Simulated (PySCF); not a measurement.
H2O4P, SMILES [O]P(=O)(O)O, multiplicity 2. Atoms are numbered in the order given.

```xyz
7

O     -1.0959    -0.3946    -1.0549
P     -0.0775    -0.0302     0.0150
O     -0.9419     0.1876     1.2500
O      0.8379     1.2286    -0.3898
O      1.0645    -1.1108     0.2593
H      0.3181     1.9924    -0.6742
H      1.9275    -0.8262    -0.0681
```
Charge 0, spin multiplicity 2.

Coordinates come from a PBE0-D3(BJ)/def2-SVP optimisation. The isomer is the one that the SMILES or the coordinates give; other isomers of the formula were not compared. Other conformers were not sampled.

These are B3LYP/pcH-1 (PySCF) values and carry that method's errors.

Unrestricted Kohn–Sham, ⟨S²⟩ = 0.759. Hyperfine tensors hold the contact and dipolar terms, without spin-orbit corrections.

Computed hyperfine couplings:
| nucleus | A(iso) (MHz) | A(iso) (G) | dipolar principal values (MHz) |
|---|---|---|---|
| 17O no. 1 | -21.9 | -7.8 | -161.5, 79.2, 82.3 |
| 31P no. 2 | -141.8 | -50.6 | -10.4, 3.3, 7.1 |
| 17O no. 3 | -22.5 | -8.0 | -168.5, 82.6, 85.9 |
| 17O no. 4 | 2.8 | 1.0 | -6.8, 3.2, 3.6 |
| 17O no. 5 | 3.7 | 1.3 | -7.8, 3.3, 4.5 |
| 1H no. 6 | -1.4 | -0.5 | -2.1, -1.3, 3.4 |
| 1H no. 7 | -2.4 | -0.9 | -2.7, -1.4, 4.0 |

Question: And the g tensor (effective nuclear charges for spin-orbit coupling, GIAO)? (An estimate is asked for; the answer gives what the named calculation found.)

Answer: principal values 2.0076, 2.0086, 2.0162; isotropic 2.0108.
